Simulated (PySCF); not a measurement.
Species: C₇H₁₁N.
Geometry (PBE0-D3(BJ)/def2-SVP, Å), atoms numbered from 1 in this order:
```xyz
19
C7H11N angstrom
C      2.119    1.603    0.256
C      1.604    0.545   -0.374
C      0.689   -0.463    0.246
C     -0.716   -0.484   -0.372
C     -1.566   -1.599    0.222
C     -1.405    0.885   -0.239
C     -1.580    1.297    1.149
N     -1.697    1.596    2.261
H      1.898    1.799    1.310
H      2.780    2.308   -0.256
H      1.845    0.390   -1.434
H      0.605   -0.277    1.330
H      1.124   -1.472    0.133
H     -0.612   -0.661   -1.457
H     -1.077   -2.576    0.090
H     -1.720   -1.445    1.302
H     -2.556   -1.650   -0.256
H     -0.808    1.661   -0.744
H     -2.394    0.866   -0.724
```

Theory: TDDFT B3LYP/def2-SVPD, vertical, gas phase, core orbitals frozen in the response in PySCF.

Ground-to-excited transition dipoles (e·a0, same axes as the geometry; the sign carries no meaning), for the states with f of 0.002 or more among the lowest 5:

| state | E (hartree) | μx | μy | μz |
| --- | --- | --- | --- | --- |
| S1 | 0.2478 | -0.357 | -0.081 | -0.068 |
| S2 | 0.2613 | 0.659 | 0.698 | 0.317 |
| S3 | 0.2668 | -0.090 | -0.567 | -0.028 |
| S4 | 0.2721 | 0.339 | 0.587 | 0.101 |
| S5 | 0.2780 | -0.191 | -0.149 | -0.100 |

Q: Work out the oscillator strengths.

A: f = (2/3) ΔE |μ|² with ΔE in hartree (27.2114 eV).

```csv
state,|μ|² (au),|μ| (D),f
S1,0.139,0.95,0.023
S2,1.021,2.57,0.178
S3,0.331,1.46,0.059
S4,0.470,1.74,0.085
S5,0.068,0.67,0.013
```

Q: Which bond between heavy atoms lies closest to the direction of the S2 transition dipole?

A: C1–C2, at 19° from it; next C4–C5 at 42°.

Q: What angle do the transition dipoles of S3 and S4 make?

A: |cos θ| = |μa·μb| / (|μa| |μb|) = 0.93, so θ ≈ 22° (taken between 0 and 90°, since the signs are arbitrary).

Q: What peak molar absorption coefficient would the strongest computed level give as a lone Gaussian band 0.4 eV wide at half height?

A: ε(max) = 2.175×10⁸ f / FWHM, with the width in cm⁻¹. S2: 2.175×10⁸ × 0.1778 / 3226 ≈ 12000 L mol⁻¹ cm⁻¹.

One conformer stands for the species.
